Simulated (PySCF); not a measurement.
Dy³⁶⁺: ionisation energy

Dy³⁶⁺ [Ar] 3d10 4s2 → Dy³⁷⁺ [Ar] 3d10 4s1 [4s1/2^1, M_J = 1/2], as a difference of total energies. All numbers are calculated (PySCF 2.14, the two-component X2C-1e Hamiltonian, in an even-tempered Gaussian basis (17 s from 3.9 bohr⁻², ratio 2.8; 13 p from 5.1 bohr⁻², ratio 2.8; 8 d from 9 bohr⁻², ratio 2.8; 4 f from 21 bohr⁻², ratio 3)). Correlated levels: [Ne] frozen; the 74 highest virtual spinors dropped. "Screened" scales the spin-orbit matrix elements by Boettger's factors to mimic the two-electron term; Breit and QED terms are absent.

```
                    method  ionisation energy (eV)
           GHF (spin-free)                  1626.8
          GMP2 (spin-free)                  1629.4
 GHF (screened spin-orbit)                  1626.6
GMP2 (screened spin-orbit)                  1629.3
```

Question: How much does correlation contribute at GMP2 (screened spin-orbit)?

Answer: 1629.3 − (1626.6) = 2.7 eV, measured against GHF (screened spin-orbit).

Breit and QED terms and the two-electron picture change are absent.

For comparison: 1638 ± 5 eV (theoretical estimate listed by NIST; NIST Atomic Spectra Database, ionization energies).
